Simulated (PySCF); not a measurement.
**Steps of a relaxation of [Tm(H2CO)]2+**

[Tm(H2CO)]2+ (singlet in the valence; each metal's 4f electrons, 13 of them, lie in its core potential, out of spins and levels). PySCF 2.14.0, RKS PBE0, Tm lcecp-0-SVP with ECP59, O def2-SVP, C def2-SVP, H def2-SVP; non-relativistic Hamiltonian with scalar-relativistic core potentials where named; density fitting; no spin-orbit coupling. Origin of the start: template. Columns: position (Å) and force (eV/Å). Energies are counted from the last step; some of the 7 steps are shown. Forces carry noise of the integration grid, about 0.01 to 0.03 eV/Å.

Run from Python with OMP_NUM_THREADS=2. Where DIIS fails, smearing, a level shift and second-order steps follow.
It took 11 s on 2 threads of Arm Neoverse V1, with other jobs on the host, from the converged density of the start.

```xyz
5
step 0  E = 0.244 eV
Tm    0.0000    0.0000   -0.4795     0.00    0.00    1.28
O     0.0000    0.0000    2.0905     0.00    0.00   -1.56
C     0.0000    0.0000    3.3105     0.00    0.00    0.35
H     0.9400    0.0000    3.8905     0.21    0.00   -0.04
H    -0.9400    0.0000    3.8905    -0.21    0.00   -0.04
```

```xyz
5
step 2  E = 0.055 eV
Tm    0.0000    0.0000   -0.1634     0.00    0.00   -1.07
O     0.0000    0.0000    2.0103     0.00    0.00    1.37
C     0.0000    0.0000    3.2478     0.00    0.00   -0.10
H     0.9693    0.0000    3.8038    -0.32    0.00   -0.10
H    -0.9693    0.0000    3.8038     0.32    0.00   -0.10
```

```xyz
5
step 4  E = 0.000 eV
Tm    0.0000    0.0000   -0.2507     0.00    0.00    0.09
O     0.0000    0.0000    2.0341     0.00    0.00   -0.01
C     0.0000    0.0000    3.2654     0.00    0.00   -0.08
H     0.9552    0.0000    3.8268    -0.01    0.00    0.00
H    -0.9552    0.0000    3.8268     0.01    0.00    0.00
```

**Question.** Where does the relaxation end?

**Answer.** It converges at step 6 in C2v:
```xyz
5
step 6  E = 0
Tm    0.0000    0.0000   -0.2420
O     0.0000    0.0000    2.0324
C     0.0000    0.0000    3.2630
H     0.9549    0.0000    3.8246
H    -0.9549    0.0000    3.8246
```

**Question.** How did the contacts change?

**Answer.** 
| contact | start (Å) | end (Å) |
| --- | --- | --- |
| Tm1–O2 (H2CO) | 2.570 | 2.274 |


An lcecp potential fixes the number of 4f electrons, so in runs with it no electron can move into or out of that shell.
